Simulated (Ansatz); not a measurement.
Cu8Te4, 12 atoms. Hardware: 2 threads of AMD EPYC 7R13 on a shared host and a share (18 GiB) of an NVIDIA H100 80GB HBM3.

In the def2 sets Te takes a core potential; there is no spin–orbit coupling. Correlated methods freeze 88 core orbitals; core or outer-core shells of Te are correlated, in sets that lack core-valence functions. Single mean-field runs in def2-TZVP are fitted with def2-universal-jkfit.

Q: How many basis functions does each of these Ansatz runs have, and roughly what does it cost? PBE0-D4/def2-SVP, charge 0 singlet, energy, from earlier orbitals; PBE0-D4/def2-TZVP, charge 0 singlet, energy, from earlier orbitals; r2SCAN0-D4/def2-TZVP, charge 0 singlet, energy, from earlier orbitals; PBE-D4/def2-SVP, charge 0 singlet, relaxation, 5 steps; PBE-D4/def2-TZVP, charge 0 singlet, energy and forces, from earlier orbitals; r2SCAN-D4/def2-TZVP, charge 0 singlet, energy, from earlier orbitals; MP2/def2-TZVP, charge 0 singlet, energy, from earlier orbitals; PBE-D4/def2-SVP, charge 0 singlet, energy, from earlier orbitals; RPA@PBE/def2-TZVP, charge 0 singlet, energy, from earlier orbitals.

A: Other jobs shared the machine, so times can vary by a factor of up to 3.

```
                                                                         run  functions  fitting or Cholesky vectors  wall time  peak host memory (GiB)
            PBE-D4/def2-SVP, charge 0 singlet, energy, from earlier orbitals        352                         4352      5.5 s                     1.1
           PBE0-D4/def2-SVP, charge 0 singlet, energy, from earlier orbitals        352                         4100      7.5 s                     1.1
PBE-D4/def2-TZVP, charge 0 singlet, energy and forces, from earlier orbitals        560                         2984      7.5 s                     1.1
       r2SCAN0-D4/def2-TZVP, charge 0 singlet, energy, from earlier orbitals        560                         2984        9 s                     1.1
          PBE0-D4/def2-TZVP, charge 0 singlet, energy, from earlier orbitals        560                         2984        9 s                       1
        r2SCAN-D4/def2-TZVP, charge 0 singlet, energy, from earlier orbitals        560                         2984      9.5 s                     1.1
              MP2/def2-TZVP, charge 0 singlet, energy, from earlier orbitals        560                         5704       12 s                     1.4
          RPA@PBE/def2-TZVP, charge 0 singlet, energy, from earlier orbitals        560                         5704       16 s                       5
                      PBE-D4/def2-SVP, charge 0 singlet, relaxation, 5 steps        352                         4352       26 s                     1.1
```
